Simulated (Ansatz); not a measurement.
Geometry optimisation, Ansatz, RKS PBE0/def2-mTZVP.

Input:

```yaml
crystal:
  periodic: [false, false, false]
  atoms:
    - { symbol: B, position_ang: [0.132687, 0.546153, -0.410721] }
    - { symbol: H, position_ang: [-0.15148, -0.070565, 1.888083] }
    - { symbol: O, position_ang: [1.278358, -0.160654, -0.575528] }
    - { symbol: H, position_ang: [1.132813, -1.037584, -0.942255] }
    - { symbol: C, position_ang: [-1.291293, 0.040753, -0.82961] }
    - { symbol: H, position_ang: [-1.472885, -0.999099, -0.544129] }
    - { symbol: H, position_ang: [-2.090141, 0.65117, -0.406367] }
    - { symbol: H, position_ang: [-1.39912, 0.083071, -1.919007] }
    - { symbol: F, position_ang: [0.291633, 1.763494, 0.10043] }
    - { symbol: H, position_ang: [-0.080072, 0.63356, 1.868906] }
basis:
  gaussian: { orbitals: def2-mTZVP }
hamiltonian:
  xc: pbe0
relax:
  f_tol: 0.03
  max_steps: 50
```

Run as:

```bash
$ ansatz run input.yaml --threads 2 --pin off --max-ram 3072MiB --backend cpu --events-out ev --progress --plain --runs-dir out
```

Where does it end, and by what steps?

The forces met the threshold. The force dipped under the threshold on the way, but the program's further checks kept it going. After 33 steps the energy has fallen by 0.199 eV; H2 moved furthest, 1.23 Å.

```json
{"step": "0", "energy less start (eV)": "0.0000", "largest force component (eV/Å)": "1.508", "accepted": "yes"}
{"step": "2", "energy less start (eV)": "0.0067", "largest force component (eV/Å)": "2.202", "accepted": "no"}
{"step": "4", "energy less start (eV)": "-0.1712", "largest force component (eV/Å)": "0.126", "accepted": "yes"}
{"step": "6", "energy less start (eV)": "-0.1784", "largest force component (eV/Å)": "0.383", "accepted": "no"}
{"step": "8", "energy less start (eV)": "-0.1875", "largest force component (eV/Å)": "0.042", "accepted": "yes"}
{"step": "10", "energy less start (eV)": "-0.1904", "largest force component (eV/Å)": "0.088", "accepted": "yes"}
{"step": "12", "energy less start (eV)": "-0.1919", "largest force component (eV/Å)": "0.125", "accepted": "yes"}
{"step": "14", "energy less start (eV)": "-0.1935", "largest force component (eV/Å)": "0.064", "accepted": "yes"}
{"step": "16", "energy less start (eV)": "-0.1947", "largest force component (eV/Å)": "0.096", "accepted": "yes"}
{"step": "18", "energy less start (eV)": "-0.1959", "largest force component (eV/Å)": "0.037", "accepted": "yes"}
{"step": "20", "energy less start (eV)": "-0.1964", "largest force component (eV/Å)": "0.053", "accepted": "yes"}
{"step": "22", "energy less start (eV)": "-0.1971", "largest force component (eV/Å)": "0.061", "accepted": "yes"}
{"step": "24", "energy less start (eV)": "-0.1975", "largest force component (eV/Å)": "0.031", "accepted": "yes"}
{"step": "26", "energy less start (eV)": "-0.1979", "largest force component (eV/Å)": "0.035", "accepted": "yes"}
{"step": "28", "energy less start (eV)": "-0.1983", "largest force component (eV/Å)": "0.047", "accepted": "yes"}
{"step": "30", "energy less start (eV)": "-0.1986", "largest force component (eV/Å)": "0.021", "accepted": "yes"}
{"step": "32", "energy less start (eV)": "-0.1988", "largest force component (eV/Å)": "0.038", "accepted": "yes"}
{"step": "33", "energy less start (eV)": "-0.1989", "largest force component (eV/Å)": "0.026", "accepted": "yes"}
```

```xyz
10
Properties=species:S:1:pos:R:3
B 0.225 0.440 -0.706
H -0.483 0.330 3.003
O 1.356 -0.272 -0.930
H 1.190 -1.140 -1.307
C -1.238 -0.036 -1.005
H -1.306 -1.025 -1.465
H -1.823 -0.057 -0.079
H -1.745 0.676 -1.663
F 0.416 1.653 -0.181
H -0.241 0.881 2.562
```

The run took 3.1 min on 2 threads of Intel(R) Xeon(R) Platinum 8259CL CPU @ 2.50GHz (Skylake/Cascade Lake), on a shared host, peak memory 0.21 GiB.
